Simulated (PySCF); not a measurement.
C₄H₇F, SMILES FC(CC)=C.

The structure is a stationary point at TPSSh-D3(BJ)/def2-SVP. The values are those of a single conformer.

Method: PySCF with HF/def2-TZVP.

Isolated molecule, no solvent.

```yaml
total_energy: -255.06515 hartree
highest_occupied_level: -9.93 eV
lowest_empty_level: 3.69 eV
orbital_gap: 13.62 eV
dipole_moment: 1.73 D
quadrupole, principal values (traceless, Buckingham form, about the centre of nuclear charge): -2.35, -0.96, 3.31 D·Å
mean_static_polarisability: 48.6 bohr³ (7.20 Å³)
polarisability_principal_values: 39.4, 43.2, 63.2 bohr³
```
